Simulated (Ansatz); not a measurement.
`[NH2][Al][O][SiH3]` radical, relaxed with UKS PBE-D4/def2-SVP in Ansatz 0.2.0 from a rough embedded geometry. The force threshold is 0.03 eV/Å; the program also tests the step.

The species carries charge 0 and has multiplicity 2.

Start:

```xyz
9

N     1.921   -1.180    0.188
Al    0.477   -0.944   -0.938
O    -0.276    0.724   -1.104
Si   -1.541    0.720    0.129
H     2.790   -1.463   -0.414
H     2.221   -0.249    0.610
H    -0.886    0.623    1.463
H    -2.521   -0.314   -0.058
H    -2.185    2.083    0.123
```

```
         step  energy (eV)  largest force (eV/Å)  largest move (Å)
            1  -18075.0313                 2.467             0.000
            2  -18075.4083                 1.645             0.194
            3  -18075.7352                 1.031             0.200
            4  -18075.8142                 0.278             0.200
            5  -18075.8405                 0.177             0.110
            6  -18075.8460                 0.729             0.165
            7  -18075.8824                 0.194             0.200
            8  -18075.8919                 0.207             0.200
 9 (rejected)  -18075.8619                 0.392             0.200
           10  -18075.9000                 0.087             0.100
           11  -18075.9034                 0.161             0.100
12 (rejected)  -18075.8860                 0.404             0.146
13 (rejected)  -18075.9033                 0.169             0.073
           14  -18075.9050                 0.045             0.036
           15  -18075.9073                 0.027             0.075
           16  -18075.9078                 0.076             0.110
17 (rejected)  -18075.9062                 0.193             0.044
           18  -18075.9090                 0.014             0.022
```

End:

```xyz
9

N     2.410   -1.017   -0.316
Al    0.771   -0.811   -0.998
O    -0.362    0.114   -0.079
Si   -1.827    0.804    0.299
H     3.162   -1.552   -0.755
H     2.724   -0.616    0.574
H    -1.941    0.970    1.791
H    -2.976   -0.052   -0.173
H    -1.961    2.160   -0.344
```

Run time 21 s (4 threads of an Arm Neoverse V2 on a shared host); peak host memory 0.18 GiB.
